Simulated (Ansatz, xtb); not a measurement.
Noncovalent pair: H2O (SMILES O) (first 3 atoms) with CH3F (SMILES CF); geometry from B3LYP-D3(BJ)/def2-TZVP, rigid monomers moved along the line of their centres of mass till H2···F5 is 1.80 Å.
(charge 0, multiplicity 1):
```xyz
8

O      0.00035     0.48345    -0.13921
H      0.20934    -0.13536     0.57280
H     -0.43860    -0.04081    -0.81579
C     -0.22438     0.62307     2.93963
F      0.23385    -0.55149     2.32466
H     -0.53014     1.31741     2.15874
H     -1.06625     0.36334     3.58045
H      0.59221     1.03804     3.52916
```

Monomers are frozen at their geometry in the pair; levels with a basis set take the counterpoise correction.

Frozen-core correlation. CBS: X⁻³ extrapolation of the correlation energy, Hartree–Fock from the larger set.

The values were computed with Ansatz (a quantum-chemistry and plane-wave program); xtb for the GFN methods. Values without a source in brackets are computed.

**Question.** Give the interaction energy at the level GFN-FF.

**Answer.** -14 kJ/mol
